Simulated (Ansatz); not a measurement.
Consider the substitution at a C–Si bond: `C[SiH2]C(=N)O` + `C=N` → `C=NC(=N)O` + `C[SiH3]`.

Isolated molecules relaxed with PBE0-D4/def2-TZVP in Ansatz; ΔE leaves out vibrations. CCSD(T)/CBS adds triple-zeta CCSD(T) − MP2 to the extrapolated MP2 energy (def2 sets, frozen cores). This one scheme is used for every species. Functionals use def2-TZVPP. B3LYP here is the variant with VWN-RPA as its local correlation; programs differ in this. HSE06 is defined as in plane-wave codes. One conformer a species, not always the lowest.

`C[SiH2]C(=N)O`:

Cartesian coordinates in Å:
```
C -0.916 0.630 1.473
Si 0.573 0.585 0.353
C 0.284 -0.600 -1.108
N 1.014 -1.560 -1.491
O -0.858 -0.337 -1.777
H -0.758 1.321 2.304
H -1.124 -0.360 1.883
H -1.795 0.960 0.914
H 1.781 0.069 1.049
H 0.871 1.934 -0.197
H 1.839 -1.657 -0.906
H -0.911 -0.985 -2.497
```

`C=N`:

Cartesian coordinates in Å:
```
C 0.317 0.003 -0.227
N -0.927 -0.074 -0.043
H 1.062 0.132 0.567
H 0.704 -0.060 -1.246
H -1.155 -0.001 0.949
```

`C=NC(=N)O`:

Z-matrix (Å, degrees):
```
C
N 1 1.266
H 1 1.092 2 123.7
H 1 1.089 2 118.1 3 -180.0
C 2 1.403 1 118.6 3 -0.0
O 5 1.345 2 116.0 1 -0.4
N 5 1.262 2 123.4 1 179.6
H 6 0.965 5 106.0 2 180.0
H 7 1.016 5 109.2 2 0.0
```

`C[SiH3]`:

Z-matrix (Å, degrees):
```
C
Si 1 1.871
H 1 1.092 2 110.8
H 1 1.092 2 110.8 3 -120.0
H 1 1.092 2 110.8 3 120.0
H 2 1.488 1 110.7 3 -179.9
H 2 1.488 1 110.7 3 -59.9
H 2 1.488 1 110.7 3 60.1
```

```tsv
level	ΔE (kJ/mol)	difference from CCSD(T)/CBS
PBE-D4	8.3	-4.8
revPBE-D4	8.2	-4.9
r2SCAN-D4	4.0	-9.1
B97M-V	0.7	-12.4
PBE0-D4	4.8	-8.3
B3LYP-D4	8.3	-4.8
r2SCANh-D4	3.3	-9.8
r2SCAN0-D4	2.1	-11.0
HSE06-D4	4.8	-8.3
BHLYP-D4	4.5	-8.6
CAM-B3LYP-D4	5.6	-7.5
ωB97X-V	7.2	-5.9
ωB97M-V	10.7	-2.4
B2PLYP	8.2	-4.9
PBE-QIDH	4.0	-9.1
PBE	6.9	-6.2
revPBE	10.6	-2.5
BLYP	9.7	-3.4
r2SCAN	3.4	-9.7
PBE0	3.4	-9.7
B3LYP	6.1	-7.0
HSE06	3.3	-9.8
BHLYP	1.4	-11.7
CAM-B3LYP	3.9	-9.2
LC-ωPBE	6.2	-6.9
RPA@PBE/def2-TZVPP	11.6	-1.5
HF/def2-SVP	-18.4	-31.5
CCSD/def2-SVP	-8.0	-21.1
CCSD(T)/def2-SVP	-8.5	-21.6
HF/def2-TZVPP	-3.3	-16.4
MP2/def2-TZVPP	10.4	-2.7
SCS-MP2/def2-TZVPP	10.1	-3.0
CCSD/def2-TZVPP	9.6	-3.5
CCSD(T)/def2-TZVPP	9.8	-3.3
HF/def2-QZVPP	-2.6	-15.7
MP2/def2-QZVPP	12.5	-0.6
SCS-MP2/def2-QZVPP	12.3	-0.8
HF/CBS(def2)	-2.5	-15.6
MP2/CBS(def2)	13.6	0.5
CCSD/CBS(def2)	12.8	-0.3
CCSD(T)/CBS	13.1	0
```

Largest T1 diagnostic among the species: 0.015.

At CCSD(T), def2-SVP lies −21.6 kJ/mol from the extrapolated value and def2-TZVPP −3.3 kJ/mol. From PBE to PBE0 (25 % exact exchange), in def2-TZVPP and without D4, ΔE moves by −3.5 kJ/mol. Leaving LDA and LC-ωPBE aside and taking each functional with its dispersion term where it has one, the values, not all of them listed here, spread over 10.8 kJ/mol, from B97M-V to BLYP-D4. LDA lies −13.1 kJ/mol from PBE without D4.

CCSD(T)/CBS has its own doubt, a few kJ/mol and more with outer-core shells, so smaller differences from it don't rank the levels.
